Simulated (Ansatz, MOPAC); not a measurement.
System: C$_{3}$, net charge 0, singlet state. SMILES: [C]=C=[C]

Atoms: C1, C2, C3. Bonds: C1-C2, C2-C3.

Bond lengths (Å) and angles (degrees) optimised at PM3 with MOPAC; PBE/6-31G* with Ansatz (a quantum-chemistry and plane-wave program); B3LYP/6-31G* with Ansatz, each started from the B3LYP-D3(BJ)/def2-TZVP structure (Ansatz) of the last column. A row stands for all coordinates that are equal there. 6-31G* holds six Cartesian d functions. No wavenumbers were computed at PBE/6-31G*, so these may be saddle points.

| coordinate | PM3 | PBE/6-31G* | B3LYP/6-31G* | B3LYP-D3(BJ)/def2-TZVP |
|---|---|---|---|---|
| C1-C2 | 1.286 | 1.311 | 1.297 | 1.287 |
| C1-C2-C3 | 180.0 | 180.0 | 180.0 | 180.0 |

Mean signed difference of all 2 bond lengths from B3LYP-D3(BJ)/def2-TZVP: PM3 -0.001 Å, PBE/6-31G* 0.024 Å, B3LYP/6-31G* 0.010 Å.
